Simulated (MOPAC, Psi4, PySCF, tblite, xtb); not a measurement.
Dimer CHN ··· H4Si (SMILES C#N and [SiH4]) at R = 3.98 Å between the centres of mass, closest contact 2.33 Å (a random orientation, not optimised). Geometry in Å and degrees:

```
Si
H 1 1.4803
H 1 1.4803 2 109.47
H 1 1.4803 2 109.47 3 120.00
H 1 1.4803 2 109.47 3 -120.00
H 5 2.3338 1 118.96 2 142.01
C 6 1.0667 5 103.03 1 -90.16
N 7 1.1462 5 125.01 1 -78.44
```

Levels of theory: GFN2-xTB (tblite); SAPT0/jun-cc-pVDZ, frozen core (Psi4); BLYP/def2-TZVP, counterpoise-corrected (Psi4); BLYP-D3(BJ)/def2-TZVP, counterpoise-corrected (Psi4); PBE/def2-TZVP, counterpoise-corrected (Psi4); PBE-D3(BJ)/def2-TZVP, counterpoise-corrected (Psi4); wB97X-D/def2-TZVP, counterpoise-corrected (Psi4); HF/aug-cc-pVTZ, counterpoise-corrected (Psi4); MP2/aug-cc-pVTZ = DF-MP2/aug-cc-pVTZ, frozen core, counterpoise-corrected in Psi4; SCS-MP2/aug-cc-pVTZ = DF-SCS-MP2/aug-cc-pVTZ, frozen core, counterpoise-corrected (Psi4); AM1, restricted, heats of formation (MOPAC); PM6, restricted, heats of formation (MOPAC); GFN1-xTB (xtb); RKS-B3LYP/6-31G* = restricted B3LYP/6-31G*, spherical d, no counterpoise correction (PySCF 2.14.0); RKS-M06-2X/6-31G* = restricted M06-2X/6-31G*, spherical d, no counterpoise correction in PySCF; RKS-B3LYP/LANL2DZ = restricted B3LYP/LANL2DZ, with its core potentials past Ne, no counterpoise correction (PySCF); RKS-B3LYP/3-21G = restricted B3LYP/3-21G, no counterpoise correction (PySCF).

### Question
What interaction energy does each level give?

### Answer

```
method                 E_int / kJ/mol
---------------------  --------------
GFN2-xTB                        -1.64
PBE-D3(BJ)/def2-TZVP            -1.14
GFN1-xTB                        -0.75
BLYP-D3(BJ)/def2-TZVP           -0.27
RKS-M06-2X/6-31G*               -0.08
wB97X-D/def2-TZVP                0.31
MP2/aug-cc-pVTZ                  0.40
PM6                              0.53
SCS-MP2/aug-cc-pVTZ              1.90
AM1                              2.51
PBE/def2-TZVP                    2.52
SAPT0/jun-cc-pVDZ                2.75
RKS-B3LYP/3-21G                  2.97
RKS-B3LYP/6-31G*                 3.93
RKS-B3LYP/LANL2DZ                4.52
BLYP/def2-TZVP                   7.00
HF/aug-cc-pVTZ                   7.27
```
